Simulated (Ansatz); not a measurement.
Geometry optimisation, Ansatz, RKS PBE0/def2-SVP.

input.yaml

```yaml
crystal:
  periodic: [false, false, false]
  atoms:
    - { symbol: Ta, position_ang: [-0.40276, -0.391425, 0.191807] }
    - { symbol: O, position_ang: [2.782665, -0.064938, 0.254827] }
    - { symbol: H, position_ang: [3.004851, 0.087562, 1.181902] }
    - { symbol: F, position_ang: [0.161618, 0.290301, 1.823835] }
    - { symbol: F, position_ang: [0.378003, -0.381747, -1.48411] }
    - { symbol: F, position_ang: [-1.152142, 1.286445, -0.165033] }
    - { symbol: F, position_ang: [-2.068477, -1.184463, 0.197237] }
    - { symbol: Cl, position_ang: [0.688114, -2.502411, 0.72814] }
    - { symbol: H, position_ang: [2.742028, -1.045222, 0.185294] }
basis:
  gaussian: { orbitals: def2-SVP }
hamiltonian:
  xc: pbe0
relax:
  f_tol: 0.03
  max_steps: 50
```

Launched with:

```bash
$ ansatz run input.yaml --threads 4 --pin off --max-ram 5120MiB --backend cpu --events-out ev --progress --plain --runs-dir out
```

Problem. Where does it end, and by what steps?

Solution. The forces met the threshold. After 11 steps the energy has fallen by 0.821 eV; H9 moved furthest, 0.89 Å. Joined: Ta1–O2 (3.20 → 2.26 Å).

```csv
step,energy less start (eV),largest force component (eV/Å),accepted
0,0.0000,0.838,yes
1,-0.1345,1.398,yes
2,-0.3059,1.634,yes
3,-0.5159,1.443,yes
4,-0.6263,0.962,yes
5,-0.7324,0.412,yes
6,-0.7760,0.476,yes
7,-0.7981,0.467,yes
8,-0.8160,0.129,yes
9,-0.8184,0.129,yes
10,-0.8204,0.044,yes
11,-0.8208,0.029,yes
```

```xyz
9
Properties=species:S:1:pos:R:3
Ta -0.108 -0.520 0.272
O 2.086 0.020 0.340
H 2.539 0.058 1.192
F 0.196 0.030 2.047
F 0.506 -0.824 -1.482
F -0.386 1.282 -0.188
F -1.915 -0.919 0.209
Cl 0.527 -2.710 0.856
H 2.689 -0.322 -0.333
```

Whether the end is a true minimum wasn't checked by a vibrational analysis.

The run took 38 s on 4 threads of Arm Neoverse V2, with other jobs on the host, peak memory 0.35 GiB.
